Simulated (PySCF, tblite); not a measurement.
C5H7N3.
Numbering: `[CH3:1][CH2:2][c:3]1[cH:4][cH:5][n:6][n:7][n:8]1` (hydrogens: H9, H10, H11 on C1; H12, H13 on C2; H14 on C4; H15 on C5)

Geometry (GFN2-xTB, Å), atoms numbered from 1 in this order:
```xyz
15
C5H7N3 angstrom
C     -1.9978    0.6041   -0.3762
C     -1.2488   -0.6660    0.0350
C      0.2238   -0.4504   -0.0923
C      0.9867    0.1699    0.8978
C      2.3302    0.3253    0.5997
N      2.8306   -0.0933   -0.5573
N      2.0642   -0.6601   -1.4243
N      0.8050   -0.8448   -1.2243
H     -1.7612    0.8609   -1.4058
H     -3.0696    0.4458   -0.2946
H     -1.7206    1.4404    0.2626
H     -1.5389   -1.4866   -0.6212
H     -1.4961   -0.9218    1.0673
H      0.5553    0.4981    1.8312
H      3.0329    0.7864    1.2805
```

Computed, not measured: PBE0/def2-SVPD in PySCF (dipole) on a GFN2-xTB geometry, gas phase.

Take the most abundant isotopes and a rigid rotor. The values belong to one conformer with, in the numbering `[CH3:1][CH2:2][c:3]1[cH:4][cH:5][n:6][n:7][n:8]1`, C1–C2–C3–C4 83°.

(1) What are A, B and C (MHz)?

(2) What kind of rotor is it?

(3) Is it planar, by Δ = Ic − Ia − Ib?

(4) Which types of transition are allowed, and where do some lines up to J = 5 fall?

(5) Estimate the classical rotational partition function at 25 K, 50 K and 298.15 K.

Answers

(1) Ia = 101.65, Ib = 321.49, Ic = 382.85 u·Å²; 505379 MHz·u·Å²/I gives A = 4972, B = 1572, C = 1320 MHz.

(2) An asymmetric top: κ = (2 × 1572 − 4972 − 1320)/(4972 − 1320) = -0.86.

(3) Not planar: Δ = Ic − Ia − Ib = -40.30 u·Å². For a rigid frame Δ = −2 Σ m c², so Σ m c² = 20.15 u·Å² lies off the ab plane: 6.60 from hydrogen and 13.56 from heavier atoms. The atom farthest from that plane is 1.41 Å away.

(4) The dipole components are |μa| = 3.21 D, |μb| = 4.14 D, |μc| = 0.55 D. Intensities carry the squares of the components, which stand as 0.60 : 1.00 : 0.02 (a : b : c). Some lines, for components of 0.1 D or more:

| type | branch | J(Ka,Kc) | MHz | lower level (cm⁻¹) |
| --- | --- | --- | --- | --- |
| a | R | 1(0,1) ← 0(0,0) | 2892 | 0.000 |
| b | Q | 4(1,3) ← 4(0,4) | 4948 | 0.958 |
| b | R | 3(0,3) ← 2(1,2) | 5461 | 0.394 |
| b | R | 5(1,4) ← 4(2,3) | 5683 | 1.435 |
| b | R | 4(0,4) ← 3(1,3) | 8607 | 0.671 |
| c | Q | 5(2,4) ← 5(1,4) | 8748 | 1.624 |
| b | Q | 3(2,2) ← 3(1,3) | 11341 | 0.671 |
| a | R | 5(3,2) ← 4(3,1) | 14511 | 2.024 |
| b | R | 5(1,5) ← 4(0,4) | 16208 | 0.958 |
| c | R | 4(1,3) ← 3(0,3) | 16383 | 0.577 |
| b | Q | 3(3,0) ← 3(2,1) | 17569 | 1.051 |
| b | R | 3(2,2) ← 2(1,1) | 18875 | 0.420 |
| c | R | 4(2,3) ← 3(1,3) | 22898 | 0.671 |
| b | R | 4(2,2) ← 3(1,3) | 23098 | 0.671 |
| b | R | 3(3,1) ← 2(2,0) | 26298 | 0.760 |
| b | R | 5(2,3) ← 4(1,4) | 26748 | 1.039 |
| c | R | 4(3,1) ← 3(2,1) | 29166 | 1.051 |
| b | R | 4(4,0) ← 3(3,1) | 36249 | 1.637 |
| c | R | 5(4,1) ← 4(3,1) | 39142 | 2.024 |
| c | R | 5(5,0) ← 4(4,0) | 46192 | 2.847 |

(5) Point group C1, symmetry number σ = 1; q = (√π/σ)·√((kT/h)³/(ABC)), k/h = 20836.6 MHz/K: 6560 at 25 K, 18600 at 50 K, 270000 at 298.15 K.

Its GFN2-xTB frequencies are all real (lowest 31 cm⁻¹). These are rigid-rotor constants of the computed structure; measured ground-state constants (B0) also hold zero-point vibration. A rigid rotor knows nothing of internal rotation, which can split or shift real lines. Quadrupole hyperfine structure (14N) is left out.
